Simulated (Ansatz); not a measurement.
Ligand exchange: GaH2Br + CuNH2 → GaH2(NH2) + CuBr

Species: GaH2Br `[GaH2][Br]`, singlet; CuNH2 `[NH2][Cu]`, singlet; GaH2(NH2), singlet; CuBr (copper(i) bromide), singlet. The partners trade Br for NH2: Ga–Br and Cu–NH2 bonds give way to Ga–NH2 and Cu–Br.

Shapes, held fixed at every level: PBE0-D4/def2-TZVP. Programs: Ansatz 0.2.0. The zero-point and thermal change to 298 K, harmonic and unscaled (PBE0-D4/def2-TZVP), is +3.4 kJ/mol.

```tsv
level	kind	ΔH(298 K) (kJ/mol)
HF/def2-TZVPP	Hartree–Fock	-134.4
SPW92/def2-TZVPP	LDA	-62.2
PBE-D4/def2-TZVPP	GGA	-56.3
r2SCAN-D4/def2-TZVPP	meta-GGA	-66.7
B3LYP-D4/def2-TZVPP	global hybrid	-74.3
BHLYP-D4/def2-TZVPP	global hybrid	-100.2
wB97X-V/def2-TZVPP	range-separated hybrid	-88.4
```

wB97X-V/def2-TZVPP gives ΔH(298 K) = -88.4 kJ/mol; the levels span -134.4 to -56.3. The median of the levels is -74.3. No measured value is set beside it here. Relativity is left out for Br, Cu, Ga.
